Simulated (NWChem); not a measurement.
# CH4MgO; SMILES [CH3][Mg][OH]

```xyz
7

Mg     0.3156     0.1726    -0.0001
C      0.2926    -1.9210    -0.0001
H      1.1974    -2.3404    -0.4890
H     -0.5893    -2.3222    -0.5432
H      0.2570    -2.3312     1.0314
O      0.4659     1.9614     0.0019
H      0.1106     2.8565    -0.0023
```
Atoms are numbered in this order, from 1.

Program: NWChem. Pople sets run with spherical d functions. Coordinates come from a PBE-D3(BJ)/def2-SVP optimisation. Vzz is the largest principal value of the second derivative of the potential at the nucleus (NWChem prints the opposite sign); η is the asymmetry. Non-relativistic.

For level B3LYP/6-31G*:

| Quantity | Value |
|---|---|
| Vzz Mg1 (a.u.) | -0.795 |

Q: What are these values for level B3LYP/cc-pVTZ?

A: 
| Property | Result |
|---|---|
| Vzz Mg1 (a.u.) | -0.922 |
